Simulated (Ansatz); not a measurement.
Isomers of C$_{4}$H$_{3}$F$_{5}$, relaxed with PBE0-D4/def2-TZVP in Ansatz; electronic energies, one conformer each and not always the lowest. Functionals use def2-TZVPP; CBS adds triple-zeta CCSD(T) − MP2 to the MP2 limit of def2-TZVPP and def2-QZVPP.

Question: Order them by energy at frozen-core CCSD(T)/CBS, lowest first. (An estimate is asked.)
A. `C/C(F)=C(\F)C(F)(F)F`
B. `F[C@@H]1[C@@H](F)C(F)(F)[C@H]1F`
C. `FC1C(F)(F)CC1(F)F`
D. `FC1CC(F)(F)C1(F)F`
E. `FC/C(F)=C\C(F)(F)F`

Answer: E (0.0 kcal/mol), A (1.7 kcal/mol), C (3.0 kcal/mol), D (4.5 kcal/mol), B (12.7 kcal/mol).

Question: How do B3LYP-D4, r2SCAN-D4, ωB97M-V, B3LYP place them (kcal/mol, against `FC/C(F)=C\C(F)(F)F`)? (Estimate.)

Answer: Computed: 
```csv
isomer,B3LYP-D4,r2SCAN-D4,ωB97M-V,B3LYP
`FC1C(F)(F)CC1(F)F`,5.9,3.5,1.7,6.3
`FC1CC(F)(F)C1(F)F`,7.6,5.1,3.5,8.1
`C/C(F)=C(\F)C(F)(F)F`,1.0,-0.2,1.0,0.8
`F[C@@H]1[C@@H](F)C(F)(F)[C@H]1F`,15.1,14.2,11.7,15.4
```

B3LYP here is the variant with VWN-RPA as its local correlation; programs differ in this.
